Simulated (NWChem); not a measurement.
# Spin states of Mg

```xyz
1

Mg     0.0000     0.0000     0.0000
```
Charge 0, spin multiplicity 1.

Everything below was run with NWChem.

Basis set: def2-TZVP. The gap is E(triplet) − E(singlet), so a negative value puts the higher spin lower. Open shells are unrestricted, coupled cluster uses restricted open-shell references, and the singlet is the closed-shell solution. The triplet is the single determinant that the SCF runs reached, with unpaired electrons in orbitals of symmetry ag and b3u (D2h labels); it need not be the lowest triplet, which in molecules with degenerate π orbitals can need several determinants. Where the lowest singlet needs several determinants, the single determinant used here isn't a pure state and places it wrongly.

The correlated methods keep 5 core orbitals frozen. No SCF solution was tested for a lower state. Open-shell Hartree-Fock references start from PBE0 orbitals. No row is a measurement; the coupled-cluster row has its own basis-set and correlation limits.

Task: Order these methods by the vertical singlet-triplet gap they give, lowest first: PBE, M06-2X, HF, CR-CCSD(T), PBE0.

Result: HF (41.9 kcal/mol), PBE0 (58.8 kcal/mol), CR-CCSD(T) (60.0 kcal/mol), PBE (60.9 kcal/mol), M06-2X (70.8 kcal/mol)
